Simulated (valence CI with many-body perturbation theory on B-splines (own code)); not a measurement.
**Forbidden lines of Te XXX**

Level of theory: relativistic CI+MBPT: five valence electrons over a frozen Dirac-Fock core [Ar], radial functions for each j: 7 s, 7 p, 8 d, 6 f, 4 g, 1 h, with the one-electron correlation potential Σ1, the two-electron term Σ2, the three-electron term Σ3, Breit, model QED; selected CI, second order for the rest, scaled by the run's own slope (own B-spline code, finite nucleus).

The last digits are not significant, and no measured levels were compared; by estimate large intervals hold to a few tenths of a per cent, small ones and those within an open d or f shell to about a per cent. Only levels of the ground parity were solved; by the run's estimate the other parity begins above the list, which can be wrong where configurations are misplaced.

Lines 51 to 100 of 120 in falling wavelength, among levels below 599700 cm⁻¹, chosen from the decays that carry over 1 % of a level's rate. Wavelengths and rates use the calculated energies. Weak lines are less certain than strong ones. Lines between different terms over intervals too small for the method are left out, as are lines whose strength nearly cancels.

Levels are named by their leading jj configuration (3d3/2^4 stands for four electrons in 3d with j = 3/2), which in mixed levels can hold well under half, so a name can repeat and another be missing. Letters in brackets count levels of one name in rising energy.

| λ vac (nm) | Upper | Lower | Type | A (s⁻¹) | Branch % |
| --- | --- | --- | --- | --- | --- |
| 100.1 | (3d3/2 3d5/2^4) J=5/2 [a] | (3d3/2^2 3d5/2^3) J=7/2 [a] | M1 | 3.41e+03 | 5.9 |
| 95.30 | (3d3/2^2 3d5/2^3) J=7/2 [b] | (3d3/2^3 3d5/2^2) J=7/2 [b] | M1 | 3.10e+02 | 4.0 |
| 94.36 | (3d3/2^2 3d5/2^3) J=5/2 [b] | (3d3/2^3 3d5/2^2) J=7/2 [b] | M1 | 9.97e+02 | 2.7 |
| 93.76 | (3d3/2^2 3d5/2^3) J=9/2 [a] | (3d3/2^3 3d5/2^2) J=7/2 [a] | M1 | 4.67e+03 | 50.0 |
| 93.55 | (3d3/2^2 3d5/2^3) J=5/2 [a] | (3d3/2^3 3d5/2^2) J=5/2 [a] | M1 | 1.76e+04 | 62.9 |
| 93.25 | (3d3/2^2 3d5/2^3) J=13/2 | (3d3/2^3 3d5/2^2) J=11/2 | M1 | 1.82e+03 | 94.9 |
| 92.23 | (3d3/2^2 3d5/2^3) J=1/2 [b] | (3d3/2^2 3d5/2^3) J=3/2 [a] | M1 | 6.42e+02 | 1.9 |
| 92.19 | (3d3/2^2 3d5/2^3) J=3/2 [b] | (3d3/2^3 3d5/2^2) J=3/2 | M1 | 1.98e+04 | 45.0 |
| 85.52 | (3d3/2 3d5/2^4) J=7/2 [a] | (3d3/2^2 3d5/2^3) J=9/2 [a] | M1 | 1.49e+04 | 35.1 |
| 84.95 | (3d3/2 3d5/2^4) J=11/2 | (3d3/2^2 3d5/2^3) J=13/2 | M1 | 6.10e+03 | 13.6 |
| 84.74 | (3d3/2^3 3d5/2^2) J=5/2 [b] | (3d3/2^4 3d5/2) J=5/2 [b] | M1 | 1.24e+04 | 47.5 |
| 84.02 | (3d3/2^2 3d5/2^3) J=3/2 [c] | (3d3/2^3 3d5/2^2) J=5/2 [b] | M1 | 4.79e+03 | 34.4 |
| 83.52 | (3d3/2^2 3d5/2^3) J=9/2 [c] | (3d3/2^2 3d5/2^3) J=9/2 [a] | M1 | 3.60e+02 | 2.0 |
| 82.88 | (3d3/2 3d5/2^4) J=5/2 [a] | (3d3/2^3 3d5/2^2) J=5/2 [b] | M1 | 1.68e+04 | 29.2 |
| 80.59 | (3d3/2^2 3d5/2^3) J=5/2 [a] | (3d3/2^3 3d5/2^2) J=3/2 | M1 | 2.40e+03 | 8.6 |
| 79.71 | (3d3/2 3d5/2^4) J=11/2 | (3d3/2^2 3d5/2^3) J=9/2 [a] | M1 | 5.64e+03 | 12.6 |
| 78.37 | (3d3/2^2 3d5/2^3) J=7/2 [c] | (3d3/2^3 3d5/2^2) J=5/2 [b] | M1 | 2.99e+03 | 11.5 |
| 78.00 | (3d3/2 3d5/2^4) J=5/2 [a] | (3d3/2^3 3d5/2^2) J=7/2 [b] | M1 | 8.15e+03 | 14.2 |
| 77.82 | (3d3/2^2 3d5/2^3) J=5/2 [a] | (3d3/2^3 3d5/2^2) J=7/2 [a] | M1 | 4.37e+03 | 15.7 |
| 75.09 | (3d3/2^2 3d5/2^3) J=9/2 [b] | (3d3/2^3 3d5/2^2) J=9/2 | M1 | 1.66e+04 | 52.1 |
| 74.46 | (3d3/2 3d5/2^4) J=7/2 [a] | (3d3/2^2 3d5/2^3) J=7/2 [a] | M1 | 1.04e+04 | 24.4 |
| 74.00 | (3d3/2^2 3d5/2^3) J=7/2 [c] | (3d3/2^3 3d5/2^2) J=7/2 [b] | M1 | 8.92e+03 | 34.2 |
| 73.97 | (3d3/2^2 3d5/2^3) J=9/2 [c] | (3d3/2^2 3d5/2^3) J=11/2 | M1 | 2.57e+03 | 14.6 |
| 73.26 | (3d3/2^3 3d5/2^2) J=7/2 [a] | (3d3/2^4 3d5/2) J=5/2 [a] | M1 | 2.86e+03 | 57.4 |
| 72.09 | (3d3/2^2 3d5/2^3) J=7/2 [a] | (3d3/2^4 3d5/2) J=5/2 [b] | M1 | 1.29e+03 | 13.0 |
| 70.96 | (3d3/2 3d5/2^4) J=11/2 | (3d3/2^2 3d5/2^3) J=11/2 | M1 | 2.59e+04 | 58.0 |
| 70.96 | (3d3/2^3 3d5/2^2) J=3/2 | (3d3/2^4 3d5/2) J=5/2 [a] | M1 | 2.37e+04 | 94.7 |
| 69.28 | (3d3/2^2 3d5/2^3) J=7/2 [b] | (3d3/2^3 3d5/2^2) J=5/2 [a] | M1 | 2.25e+02 | 2.9 |
| 68.98 | (3d3/2^2 3d5/2^3) J=7/2 [b] | (3d3/2^3 3d5/2^2) J=9/2 | M1 | 3.98e+03 | 51.1 |
| 68.78 | (3d3/2^2 3d5/2^3) J=5/2 [b] | (3d3/2^3 3d5/2^2) J=5/2 [a] | M1 | 3.03e+03 | 8.2 |
| 68.02 | (3d3/2^2 3d5/2^3) J=9/2 [b] | (3d3/2^3 3d5/2^2) J=11/2 | M1 | 6.47e+03 | 20.3 |
| 67.55 | (3d3/2^2 3d5/2^3) J=3/2 [a] | (3d3/2^4 3d5/2) J=5/2 [b] | M1 | 8.03e+02 | 12.4 |
| 64.86 | (3d3/2^2 3d5/2^3) J=9/2 [b] | (3d3/2^3 3d5/2^2) J=7/2 [a] | M1 | 5.67e+03 | 17.8 |
| 64.51 | (3d3/2 3d5/2^4) J=7/2 [a] | (3d3/2^3 3d5/2^2) J=5/2 [b] | M1 | 6.45e+02 | 1.5 |
| 64.33 | (3d3/2^2 3d5/2^3) J=3/2 [c] | (3d3/2^3 3d5/2^2) J=1/2 | M1 | 1.43e+03 | 10.3 |
| 63.24 | (3d3/2^3 3d5/2^2) J=5/2 [a] | (3d3/2^4 3d5/2) J=5/2 [a] | M1 | 3.50e+03 | 24.5 |
| 61.61 | (3d3/2^2 3d5/2^3) J=3/2 [b] | (3d3/2^4 3d5/2) J=5/2 [b] | M1 | 1.44e+04 | 32.7 |
| 61.52 | (3d3/2 3d5/2^4) J=7/2 [a] | (3d3/2^3 3d5/2^2) J=7/2 [b] | M1 | 3.69e+03 | 8.7 |
| 61.50 | (3d3/2^2 3d5/2^3) J=5/2 [b] | (3d3/2^3 3d5/2^2) J=3/2 | M1 | 2.38e+03 | 6.4 |
| 60.48 | (3d3/2^2 3d5/2^3) J=9/2 [c] | (3d3/2^3 3d5/2^2) J=7/2 [b] | M1 | 7.26e+03 | 41.1 |
| 60.25 | (3d3/2^2 3d5/2^3) J=7/2 [b] | (3d3/2^3 3d5/2^2) J=7/2 [a] | M1 | 2.03e+02 | 2.6 |
| 60.25 | (3d3/2^2 3d5/2^3) J=3/2 [c] | (3d3/2^3 3d5/2^2) J=5/2 [a] | M1 | 2.37e+02 | 1.7 |
| 59.87 | (3d3/2^2 3d5/2^3) J=5/2 [b] | (3d3/2^3 3d5/2^2) J=7/2 [a] | M1 | 1.09e+04 | 29.6 |
| 59.66 | (3d3/2 3d5/2^4) J=5/2 [a] | (3d3/2^3 3d5/2^2) J=5/2 [a] | M1 | 1.63e+04 | 28.4 |
| 57.29 | (3d3/2^2 3d5/2^3) J=7/2 [c] | (3d3/2^3 3d5/2^2) J=5/2 [a] | M1 | 1.75e+03 | 6.7 |
| 57.17 | (3d3/2^2 3d5/2^3) J=1/2 [b] | (3d3/2^3 3d5/2^2) J=1/2 | M1 | 7.34e+03 | 21.5 |
| 57.08 | (3d3/2^2 3d5/2^3) J=7/2 [c] | (3d3/2^3 3d5/2^2) J=9/2 | M1 | 1.05e+04 | 40.1 |
| 56.20 | (3d3/2^2 3d5/2^3) J=5/2 [a] | (3d3/2^4 3d5/2) J=5/2 [b] | M1 | 1.35e+03 | 4.8 |
| 54.59 | (3d3/2^2 3d5/2^3) J=3/2 [c] | (3d3/2^3 3d5/2^2) J=3/2 | M1 | 2.54e+03 | 18.3 |
| 54.11 | (3d3/2 3d5/2^4) J=5/2 [a] | (3d3/2^3 3d5/2^2) J=3/2 | M1 | 2.07e+03 | 3.6 |
